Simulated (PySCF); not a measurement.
Predicted microwave data (PBE0-D3(BJ)/def2-SVP geometry optimisation, gas phase (PySCF)) for one isomer of C7H14O:

```
Rotational constants : A = 3798, B = 1057, C = 879.4 MHz
Dipole components    : |μa| = 2.84 D, |μb| = 0.27 D, |μc| = 0.66 D
Inertial defect      : -36.58 u·Å²
κ                    : -0.88
```

Question: Which structure is it? (One computed conformer of each.)
A. `[CH3:1][CH2:2][CH:3]([CH2:4][CH3:5])[C:6]([CH3:7])=[O:8]` with C1–C2–C3–C4 -176°, C2–C3–C4–C5 176°, C2–C3–C6–C7 -119° (3-ethylpentan-2-one)
B. `[CH3:1][C:2](=[O:3])[CH2:4][C:5]([CH3:6])([CH3:7])[CH3:8]` with C1–C2–C4–C5 -111°
C. `[CH3:1][CH2:2][CH2:3][CH2:4][C@H:5]([CH3:6])[CH:7]=[O:8]` with C1–C2–C3–C4 180°, C2–C3–C4–C5 179°, C3–C4–C5–C6 -167°, C4–C5–C7–O8 6° (2-methylhexanal)
D. `[CH3:1][CH:2]([CH3:3])[C@@H:4]([CH3:5])[CH2:6][CH:7]=[O:8]` with C1–C2–C4–C5 177°, C2–C4–C6–C7 171°, C4–C6–C7–O8 134°
E. `[CH3:1][CH2:2][C:3](=[O:4])[C:5]([CH3:6])([CH3:7])[CH3:8]` with C1–C2–C3–O4 11° (2,2-dimethylpentan-3-one)
F. `[CH2:1]=[CH:2][CH2:3][CH2:4][C@@H:5]([OH:6])[CH2:7][CH3:8]` with C1–C2–C3–C4 119°, C2–C3–C4–C5 -178°, C3–C4–C5–O6 56°, C4–C5–O6–H 63°, C4–C5–C7–C8 178°

Answer: D. It is CC(C)[C@@H](C)CC=O, an asymmetric top, point group C1. The candidates at the same level (rigid rotor, commonest isotopes):

| SMILES | A (MHz) | B (MHz) | C (MHz) | μa (D) | μb (D) | μc (D) | Δ (u·Å²) | point group | rotor |
| --- | --- | --- | --- | --- | --- | --- | --- | --- | --- |
| CCCC[C@H](C)C=O | 3583 | 940.8 | 800.3 | 0.76 | 2.08 | 1.06 | -46.78 | C1 | asymmetric top |
| C=CCC[C@@H](O)CC | 6119 | 759.1 | 716.3 | 0.26 | 1.11 | 0.89 | -42.76 | C1 | near-prolate asymmetric top |
| CC(C)[C@@H](C)CC=O | 3798 | 1057 | 879.4 | 2.84 | 0.27 | 0.66 | -36.58 | C1 | asymmetric top |
| CCC(=O)C(C)(C)C | 3096 | 1394 | 1238 | 0.70 | 2.47 | 0.07 | -117.37 | C1 | asymmetric top |
| CC(=O)CC(C)(C)C | 3138 | 1373 | 1235 | 0.82 | 2.41 | 0.52 | -119.93 | C1 | asymmetric top |
| CCC(CC)C(C)=O | 2271 | 1612 | 1206 | 0.00 | 0.76 | 2.40 | -117.00 | Cs | asymmetric top |

`C=CCC[C@@H](O)CC` has A 61 % too high; `CCCC[C@H](C)C=O` has B 11 % too low; `CCC(CC)C(C)=O` has B 53 % too high; `CCC(=O)C(C)(C)C` has C 41 % too high; `CC(=O)CC(C)(C)C` has C 40 % too high. No structure here is proved a minimum.
